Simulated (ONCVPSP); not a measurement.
**u(r) = r·R(r): atom against pseudo-atom (He)**

Columns: radius, all-electron u(r) and pseudo u(r) of the 1s shell (level -15.76 eV) of helium in the configuration 1s2; PBE, scalar-relativistic, ONCV scheme, ONCVPSP 4.0.1.

| r (bohr) | all-electron | pseudo |
| --- | --- | --- |
| 0.023 | 0.1055 | 0.0920 |
| 0.045 | 0.1976 | 0.1782 |
| 0.068 | 0.2853 | 0.2650 |
| 0.090 | 0.3614 | 0.3438 |
| 0.113 | 0.4335 | 0.4207 |
| 0.135 | 0.4957 | 0.4885 |
| 0.158 | 0.5543 | 0.5529 |
| 0.180 | 0.6047 | 0.6079 |
| 0.202 | 0.6501 | 0.6562 |
| 0.225 | 0.6924 | 0.6999 |
| 0.248 | 0.7300 | 0.7371 |
| 0.270 | 0.7618 | 0.7674 |
| 0.293 | 0.7911 | 0.7949 |
| 0.315 | 0.8156 | 0.8177 |
| 0.338 | 0.8379 | 0.8388 |
| 0.360 | 0.8563 | 0.8566 |
| 0.383 | 0.8726 | 0.8727 |
| 0.405 | 0.8857 | 0.8857 |
| 0.428 | 0.8970 | 0.8970 |
| 0.450 | 0.9057 | 0.9057 |
| 0.473 | 0.9128 | 0.9128 |
| 0.495 | 0.9178 | 0.9178 |
| 0.518 | 0.9213 | 0.9213 |
| 0.540 | 0.9231 | 0.9231 |
| 0.563 | 0.9236 | 0.9236 |
| 0.585 | 0.9229 | 0.9229 |

Q: How many radial nodes do the two functions have?

A: The all-electron 1s function has n − l − 1 = 0; the pseudo-wave has 0.

Q: At about which radius was the pseudo-wave matched?

A: 0.45 bohr. The columns agree to 0.0005 from 0.36 bohr on; several derivatives are matched, so the curves merge somewhat inside the radius.

Q: Where does each function peak?

A: Outermost all-electron maximum near 0.56 bohr, pseudo maximum near 0.56 bohr (to the table’s step).

Q: Is the pseudo-wave norm-conserving?

A: Yes: the ONCV scheme keeps the norm inside the radius equal to the all-electron one, which fixes the energy derivative of the logarithmic derivative at the level.
